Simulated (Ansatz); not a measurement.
Calculated with Ansatz (gas phase, PBE0-D4/def2-TZVP geometries, no zero-point term in ΔE). CCSD(T)/CBS adds triple-zeta CCSD(T) − MP2 to the extrapolated MP2 energy (def2 sets, frozen cores). Functionals use def2-TZVPP. B3LYP here is the variant with VWN-RPA as its local correlation; programs differ in this. One conformer a species, not always the lowest.

Consider the isomerisation: `N[Si]1(F)C=CO1` → `FC1N=C[SiH2]O1`.

| level | ΔE (kcal/mol) | difference from CCSD(T)/CBS |
| --- | --- | --- |
| PBE-D4 | 58.3 | -5.3 |
| r2SCAN-D4 | 62.4 | -1.2 |
| PBE0-D4 | 60.3 | -3.3 |
| B3LYP-D4 | 60.0 | -3.6 |
| ωB97M-V | 62.3 | -1.3 |
| PBE | 58.6 | -5.0 |
| r2SCAN | 62.4 | -1.2 |
| PBE0 | 60.5 | -3.1 |
| B3LYP | 60.4 | -3.2 |
| HF/def2-TZVPP | 59.4 | -4.2 |
| SCS-MP2/def2-TZVPP | 62.4 | -1.2 |
| CCSD/def2-TZVPP | 61.3 | -2.3 |
| CCSD(T)/def2-TZVPP | 60.8 | -2.8 |
| MP2/def2-QZVPP | 67.4 | 3.8 |
| HF/CBS(def2) | 60.2 | -3.4 |
| CCSD/CBS(def2) | 64.0 | 0.4 |
| CCSD(T)/CBS | 63.6 | 0 |

Largest T1 diagnostic among the species: 0.013.

In def2-TZVPP, CCSD(T) changes the Hartree–Fock value by +1.4 kcal/mol (the triples alone add −0.5 kcal/mol) and MP2 by +6.1 kcal/mol. From PBE to PBE0 (25 % exact exchange), in def2-TZVPP and without D4, ΔE moves by +1.9 kcal/mol.
